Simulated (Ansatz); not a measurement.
C2H6OSi, SMILES `O/C=C/[SiH3]`. The species carries charge 0 and has multiplicity 1.

Cartesian coordinates in Å:
```
O 1.969 0.386 -1.482
C 0.843 -0.076 -0.909
C 0.251 0.385 0.194
Si -1.300 -0.370 0.847
H 2.307 1.127 -0.967
H 0.447 -0.913 -1.476
H 0.706 1.230 0.712
H -1.117 -0.895 2.229
H -1.693 -1.492 -0.047
H -2.413 0.618 0.900
```

(1) Give the diagnostics of a CCSD(T)/def2-TZVPP run (frozen core, Ansatz 0.2.0). (Best estimate.)

## Answers

(1) The calculation gave: T1 = 0.0128, largest single amplitude 0.032, largest double 0.083, (T) share of the correlation energy 3.9 %, 9 CCSD cycles. The RHF solution is stable towards an unrestricted one. T1 lies under the customary mark of 0.02 for closed shells.
